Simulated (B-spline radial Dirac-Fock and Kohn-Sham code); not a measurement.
Model: ΔSCF Dirac-Fock with Breit, self-energy and vacuum polarisation, finite nucleus, configuration average. Program: a B-spline atomic structure program. K edges are those of the screened (neutral excited atom) model, which lie within a few eV to tens of eV of tabulated edges.

An X-ray tube with a neodymium target emits Kα1 at 37358.8 eV and Kβ1 at 42267.2 eV. K edges of lighter neighbours: Cs 35984.4 eV, Ba 37443.2 eV, La 38929.4 eV, Ce 40443.8 eV, Pr 41985.3 eV.

**Question.** Which of these can serve as a Kβ filter, and which fluoresce under Kα1?

**Answer.** A Kβ filter needs its edge between the two lines: Ba, La, Ce, Pr. Kα1 lies above the K edges of Cs, which therefore fluoresce.

Values without a named source are computed, but for edge energies of neutral atoms, which are taken from tables.
